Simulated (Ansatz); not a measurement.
This geometry of C2H6O2SSi (12 atoms, charge 0, multiplicity 1) is a first-order saddle point.

The calculation used RKS B3LYP-D4/6-31G* in Ansatz.

```xyz
12
Properties=species:S:1:pos:R:3
O -0.015 -1.584 -0.841
C 0.117 -0.344 -0.152
Si 1.761 0.028 0.629
C -1.052 0.332 -0.066
O -2.181 -0.130 -0.653
S -1.284 1.857 0.818
H 0.557 -1.555 -1.625
H 2.823 -0.147 -0.402
H 2.074 -0.897 1.751
H 1.784 1.429 1.123
H -1.915 -0.986 -1.051
H -2.592 1.943 0.503
```

Problem. Which two structures does it join? (They come from a converged band through this point; their orientation in space is the band's.)

Solution. No bond is made or broken.

Image 0:

```xyz
12
Properties=species:S:1:pos:R:3
O -0.009 -1.552 -0.882
C 0.093 -0.306 -0.210
Si 1.723 0.053 0.621
C -1.076 0.373 -0.179
O -2.198 -0.111 -0.762
S -1.274 1.971 0.563
H 0.647 -1.571 -1.597
H 2.790 -0.286 -0.365
H 1.930 -0.810 1.815
H 1.853 1.478 1.006
H -1.937 -0.987 -1.116
H -2.465 1.694 1.139
```

Image 6:

```xyz
12
Properties=species:S:1:pos:R:3
O 0.007 -1.503 -1.016
C 0.057 -0.374 -0.169
Si 1.697 0.069 0.608
C -1.155 0.191 0.028
O -2.261 -0.214 -0.646
S -1.451 1.405 1.280
H 0.766 -1.473 -1.619
H 2.726 -0.352 -0.389
H 1.976 -0.670 1.869
H 1.819 1.526 0.851
H -1.946 -0.910 -1.257
H -2.158 2.250 0.494
```

Problem. How far does it lie above each of them?

Solution. 0.028 eV above the first and 0.034 eV above the second. This is the barrier of this one path; another mechanism may lie lower.

The run took 4.1 min on 2 threads of Arm Neoverse V1, with other jobs on the host, peak memory 0.27 GiB.
